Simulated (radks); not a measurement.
The mean radii <r> (bohr) of the occupied orbitals of an atom or ion are listed with their occupations. Method: scalar-relativistic Kohn-Sham, LDA (Slater exchange, Perdew-Wang correlation), spin-polarised, spherical densities, finite nucleus; Fermi nuclear charge, rms radius of each element as measured or else 0.836 A^(1/3) + 0.57 fm; computed with a radial shooting solver on a logarithmic mesh with Libxc functionals.

orbital  occ.     <r>
1s up       1  0.5892
1s down     1  0.5882
2s up       1   3.822

Name the element and its charge. Open shells, if any, are filled with parallel spins first.

Answer. Z = 3, lithium, charge 0: Li in [He] 2s1. The 1s radius gives Z: for a bare nucleus <r> = (2 gamma + 1)/(2Z) with gamma = sqrt(1 - (Z/c)^2), 0.4999 bohr for Z = 3, and screening makes it slightly larger (0.5892 here). The occupations add up to 3, and the charge is Z minus that.
